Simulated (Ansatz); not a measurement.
One change: `[NH2][AlH][O]CF` becomes `FCOCS`.

Ansatz, PBE0-D4/def2-TZVP geometries, multiplicity 1. Each molecule was computed in one conformer, which needn't be the lowest.

| property | `[NH2][AlH][O]CF` |
| --- | --- |
| HOMO–LUMO gap (B3LYP/def2-TZVPP) / eV | 6.97 |
| zero-point energy (PBE0-D4/def2-TZVP) / kJ/mol | 178.9 |
| LUMO energy (PBE0/def2-TZVPP) / eV | 0.00 |
| size of the dipole moment (B3LYP/def2-TZVPP) / D | 0.29 |
| size of the dipole moment (PBE/def2-TZVPP) / D | 0.42 |
| HOMO energy (PBE0/def2-TZVPP) / eV | -7.45 |

Task: What does the change do to each property? (An estimate is asked.)

Result: Computed: 
```
                                        property  `FCOCS`  shift
           HOMO–LUMO gap (B3LYP/def2-TZVPP) / eV     7.17   0.20
  zero-point energy (PBE0-D4/def2-TZVP) / kJ/mol    191.9   13.0
              LUMO energy (PBE0/def2-TZVPP) / eV     0.36   0.36
size of the dipole moment (B3LYP/def2-TZVPP) / D     0.94   0.65
  size of the dipole moment (PBE/def2-TZVPP) / D     0.83   0.41
              HOMO energy (PBE0/def2-TZVPP) / eV    -7.36   0.09
```

With PBE0 the HOMO rises by 0.09 eV and the LUMO rises by 0.36 eV, so the gap widens by about 0.27 eV. PBE moves the HOMO by -0.07 eV and ωB97M-V by 0.22 eV. Dipoles are sizes alone; their direction can turn.

Positive LUMOs are unbound, so they and the gaps depend on the basis.

B3LYP here is the variant with VWN-RPA as its local correlation; programs differ in this.
